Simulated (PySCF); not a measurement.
ethylenediamine (C₂H₈N₂), singlet, at a GFN2-xTB geometry. Base run: HF/STO-3G run with PySCF.

The PySCF input:
```python
from pyscf import gto, scf

mol = gto.Mole()
mol.atom = '''
    N     1.80389178    0.38626777   -0.22442841
    C     0.55694421    0.17700189    0.49221348
    C    -0.55492179   -0.18446869   -0.49175578
    N    -1.75934788   -0.55072401    0.23450925
    H     2.55231782    0.59994733    0.42532920
    H     1.71475544    1.17096056   -0.86238442
    H     0.23886758    1.05364064    1.08495630
    H     0.69696335   -0.65910161    1.18080159
    H    -0.23414157   -1.04963774   -1.07605929
    H    -0.70278446    0.65914184   -1.18994644
    H    -2.49325710   -0.81799969   -0.41196303
    H    -2.09666295    0.23904307    0.77595401
'''
mol.basis = 'sto-3g'
mol.verbose = 5
mol.build()

mf = scf.RHF(mol)
mf.kernel()
mo_i, mo_e, stable_i, stable_e = mf.stability(internal=True, external=True, return_status=True, nroots=6, tol=1e-6)
print('internally stable:', stable_i, ' externally stable:', stable_e)
if not stable_e:
    umf = mf.to_uhf() if not hasattr(mf, 'xc') else mf.to_uks()
    umf.scf_summary = {}
    umf.kernel(umf.make_rdm1(mo_e, umf.mo_occ))
```

The bond that is stretched is that between atoms 7 and 2. A test that says stable can miss a lower solution.

Each row names what was changed in the base input (with any setting that the change needs).

| change | ΔE vs base (eV) | <S^2> | E after following the instability (Eh) | <S^2> there | HOMO-LUMO gap (eV) | stability test says |
|---|---|---|---|---|---|---|
| base | 0.00 | 0.000 | - | - | 24.28 | stable |
| bond × 1.25 | 1.17 | 0.000 | - | - | 20.94 | stable |
| bond × 1.5 | 3.22 | 0.000 | -186.80478 | 0.26 | 16.65 | external instability |
| bond × 1.8 | 5.66 | 0.000 | -186.76671 | 0.77 | 12.61 | external instability |
| bond × 2.2 | 8.21 | 0.000 | -186.75397 | 0.96 | 8.82 | external instability |
| bond × 3.0 | 10.92 | 0.000 | -186.75067 | 1.00 | 5.01 | external instability |

Where a bond breaks into two radicals, a solution with restricted orbitals usually stops being the lowest and lies too high; an unrestricted one lies lower at the price of spin contamination, which <S^2> shows.
